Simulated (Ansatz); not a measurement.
One change: `NB(Br)Br` becomes `BrBBr`.

Ansatz, PBE0-D4/def2-TZVP geometries, multiplicity 1. Each molecule was computed in one conformer, which needn't be the lowest.

Scalar relativity is left out up to krypton.

```json
{"property": "LUMO energy (PBE/def2-TZVPP) / eV", "`NB(Br)Br`": "-1.12"}
{"property": "ideal-gas entropy at 298 K and 1 bar (rigid rotor, harmonic PBE0-D4/def2-TZVP) / J/(mol·K)", "`NB(Br)Br`": "317"}
{"property": "HOMO–LUMO gap (B3LYP/def2-TZVPP) / eV", "`NB(Br)Br`": "7.47"}
{"property": "size of the dipole moment (B3LYP/def2-TZVPP) / D", "`NB(Br)Br`": "2.80"}
{"property": "HOMO energy (PBE/def2-TZVPP) / eV", "`NB(Br)Br`": "-6.81"}
{"property": "LUMO energy (ωB97M-V/def2-TZVPP) / eV", "`NB(Br)Br`": "1.89"}
```

Question: Give the same properties after the change, and the shifts. (Best estimate.)

Answer: Ansatz gave: 
| property | `BrBBr` | shift |
| --- | --- | --- |
| LUMO energy (PBE/def2-TZVPP) / eV | -2.93 | -1.81 |
| ideal-gas entropy at 298 K and 1 bar (rigid rotor, harmonic PBE0-D4/def2-TZVP) / J/(mol·K) | 291 | -26 |
| HOMO–LUMO gap (B3LYP/def2-TZVPP) / eV | 6.06 | -1.41 |
| size of the dipole moment (B3LYP/def2-TZVPP) / D | 0.35 | -2.45 |
| HOMO energy (PBE/def2-TZVPP) / eV | -7.26 | -0.45 |
| LUMO energy (ωB97M-V/def2-TZVPP) / eV | -0.02 | -1.91 |

With PBE0 the HOMO falls by 0.44 eV and the LUMO falls by 1.85 eV, so the gap narrows by about 1.41 eV. PBE moves the HOMO by -0.45 eV and ωB97M-V by -0.44 eV. The zero-point energy changes by -50.5 kJ/mol with -6 modes. Dipoles are sizes alone; their direction can turn.

B3LYP here is the variant with VWN-RPA as its local correlation; programs differ in this.

Spin–orbit coupling is left out; it splits and shifts lone-pair levels of the heavy atoms by tenths of an eV.
